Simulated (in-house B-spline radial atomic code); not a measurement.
# Response and correlation of the holmium ion Ho³⁹⁺

Closed shell [Ar] 3d10. Computed with an all-electron radial atomic-structure program (B-spline basis): Dirac-Hartree-Fock, relativistic RPA (time-dependent Dirac-Hartree-Fock) for the response and second-order many-body perturbation theory for correlation, no-pair Dirac-Coulomb Hamiltonian, finite nucleus.

Command:
```bash
python run_mb.py task.json out
```
Settings (nuclear radius in fm, box in bohr, cutoff in hartree):
```
basis_form          2
Z                   67
core_configuration  [Ar] 3d10
rms_radius          5.2022
mass_number         165
speed_of_light      137.036
box_radius          2.353
lmax                7
intervals           56
virtual_cutoff      112225.0
```

Run time, properties included: 2.2 s on 1 thread of AMD EPYC 9R45 (shared host).

```json
{"multipole (bohr³, bohr⁵, bohr⁷)": "dipole", "uncoupled": "0.0035922", "coupled RPA": "0.0035229"}
{"multipole (bohr³, bohr⁵, bohr⁷)": "quadrupole", "uncoupled": "0.00026174", "coupled RPA": "?"}
{"multipole (bohr³, bohr⁵, bohr⁷)": "octupole", "uncoupled": "2.8448e-05", "coupled RPA": "2.9556e-05"}
```

**Question.** What is the coupled quadrupole polarisability?

**Answer.** 0.00027 atomic units, +3 % against the uncoupled value.

**Question.** Which subshells carry the dipole polarisability?

**Answer.** 3d5/2 47.4 %, 3d3/2 30.2 %, 3p3/2 14.2 %.

**Question.** What does the dipole shielding factor come to?

**Answer.** The dipole shielding factor is 0.418, against the exact N/Z = 28/67 = 0.418 of the non-relativistic theorem.

Dipole polarisability at imaginary frequency:

```csv
u (Eh),α(iu) (bohr³)
0,0.003523
5.06,0.003502
12.6,0.003399
25.3,0.003077
37.9,0.002672
50.6,0.002265
75.9,0.001605
101,0.001162
126,0.0008687
177,0.0005262
253,0.0002949
379,0.0001468
506,8.745e-05
759,4.137e-05
1260,1.58e-05
2530,4.079e-06
```

**Question.** What dispersion coefficients follow for two such ions (the dispersion part alone)?

**Answer.** C6 = (3/π)∫α(iu)²du = 0.0006495 hartree·bohr⁶ and C8 = 0.0002589 hartree·bohr⁸.

Lowest J = 1 odd-parity excitations:

```json
{"energy (eV)": "1306", "oscillator strength": "0.132", "leading channel": "3d3/2 → p1/2", "weight": "0.985"}
{"energy (eV)": "1325.4", "oscillator strength": "0.295", "leading channel": "3d5/2 → p3/2", "weight": "0.979"}
{"energy (eV)": "1365.7", "oscillator strength": "0.0332", "leading channel": "3d3/2 → p3/2", "weight": "0.99"}
{"energy (eV)": "1562.2", "oscillator strength": "0.361", "leading channel": "3p3/2 → s1/2", "weight": "0.996"}
{"energy (eV)": "1592", "oscillator strength": "0.0116", "leading channel": "3d5/2 → f5/2", "weight": "0.885"}
{"energy (eV)": "1612.9", "oscillator strength": "1.34", "leading channel": "3d5/2 → f7/2", "weight": "0.71"}
{"energy (eV)": "1660.9", "oscillator strength": "5.58", "leading channel": "3d3/2 → f5/2", "weight": "0.818"}
{"energy (eV)": "1751.2", "oscillator strength": "0.0665", "leading channel": "3p1/2 → s1/2", "weight": "0.994"}
```

Second-order correlation energy by the highest angular momentum of the excited pair (hartree): s -0.02557, p -0.2018, d -0.483, f -0.5461, g -0.184, h -0.08028, i -0.03647, k -0.01852.

**Question.** What is the second-order correlation energy at the partial-wave limit?

**Answer.** The listed waves sum to -1.5757 hartree; extrapolating the increments as (l + 1/2)⁻⁴ gives -1.6136 hartree, -1.57 eV per electron.
